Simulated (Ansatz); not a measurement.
The same group exchange along the group B, Al, In.

Calculated with Ansatz (gas phase, PBE0-D4/def2-TZVP geometries, no zero-point term in ΔE). CBS: MP2 limit from def2 TZ/QZ plus the TZ coupled-cluster correction, frozen cores. This one scheme is used for every species. Functionals use def2-TZVPP. Elements past krypton have def2 core potentials. For In outer-core shells are correlated without core-valence functions, which leaves a few kJ/mol of doubt a bond. One conformer a species, not always the lowest.

```json
{"reaction": "`[SiH3]OB(S)Cl` + CH₃OH → `OB(S)Cl` + `CO[SiH3]`", "CCSD(T)/CBS(def2) (kJ/mol)": "-2"}
{"reaction": "`[SiH3][O][Al]([SH])[Cl]` + CH₃OH → `[OH][Al]([SH])[Cl]` + `CO[SiH3]`", "CCSD(T)/CBS(def2) (kJ/mol)": "?"}
{"reaction": "`[SiH3][O][In]([SH])[Cl]` + CH₃OH → `[OH][In]([SH])[Cl]` + `CO[SiH3]`", "CCSD(T)/CBS(def2) (kJ/mol)": "15"}
```

**Question.** Fill in the missing values. (Best estimate.)

**Answer.** Computed: `[SiH3][O][Al]([SH])[Cl]` + CH₃OH → `[OH][Al]([SH])[Cl]` + `CO[SiH3]`: +20.9 kJ/mol.

Largest T1 diagnostic: 0.015, for `[OH][In]([SH])[Cl]`.
